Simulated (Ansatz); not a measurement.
P, charge +1, triplet; PBE/6-31G** in Ansatz (a quantum-chemistry and plane-wave program).

Input for Ansatz:
Ansatz 0.2 input:
```yaml
crystal:
  periodic: [false, false, false]
  atoms:
    - {symbol: P, position_ang: [0.00000000, 0.00000000, 0.00000000]}
basis:
  gaussian:
    orbitals: 6-31G__.json
hamiltonian:
  xc: pbe
total_charge: 1
magnetization: {spin_polarized: true, initial_magnetization: 2}
accuracy: high
```
The basis file holds 6-31G** in the JSON format of the Basis Set Exchange.

Output, abridged:

```
Functional definition: PBE
142 factors; integrals over basis functions are off by at most 2.6e-9 eV
mean field evaluation 1: about -9270.5167 eV, gradient 6.0e0 eV
mean field evaluation 2: about -9270.7529 eV, gradient 2.4e0 eV
mean field evaluation 4: about -9270.7816 eV, gradient 1.2e-1 eV
mean field evaluation 8: about -9270.7813 eV, gradient 6.3e-4 eV
mean field evaluation 16: about -9270.7828 eV, gradient 6.1e-2 eV
mean field evaluation 32: about -9270.7813 eV, gradient 2.0e-5 eV
mean field -9270.78128549 eV, -340.6949282806 hartree, gradient 9.6e-9 eV, S^2 2.002287; 2 other end points of the search recorded, 0 dependent functions left out
reference -9270.78128762 eV, -340.6949283589 hartree; 8, 6 occupied and 11, 13 virtual orbitals, 142 factors
Total energy: -9270.78128762 eV, -340.6949283589 hartree
```
